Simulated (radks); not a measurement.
Spherical quantum dot in the effective-mass picture: electrons in a hard-walled sphere of radius 1.78, all in effective atomic units (hartree* = m*/eps^2 hartree, bohr* = eps/m* bohr), one dielectric constant everywhere. Calculated with a radial shooting solver with Libxc functionals: non-relativistic Kohn-Sham, exchange-only LDA, spin-polarised, spherical densities. Levels are named by radial order and angular momentum (1s, 1p, 1d, 2s, ...), and open shells are averaged over m. Results are scaled to m* = 0.087 and eps = 17, for which hartree* = 8.192 meV and bohr* = 10.34 nm.

N = 9, configuration 1s2 1p6 1d(up 1, down 0). This is the lowest configuration that the search found. Occupied and some empty levels:

level,occupation,eigenvalue (meV),<r> (nm)
1s up,1,69.524,10.35
1s down,1,69.957,10.33
1p up,3,79.925,11.57
1p down,3,80.423,11.56
1d up,1,94.759,12.36
1d down,0,95.288,12.35
2s up,0,108.40,8.800
2s down,0,108.68,8.812
1f up,0,113.47,12.93
1f down,0,114.01,12.93
2p up,0,133.43,9.806
2p down,0,133.76,9.806

Energy (meV): total 458.503, kinetic 232.23, external 0, Hartree 272.03, exchange-correlation -45.759.
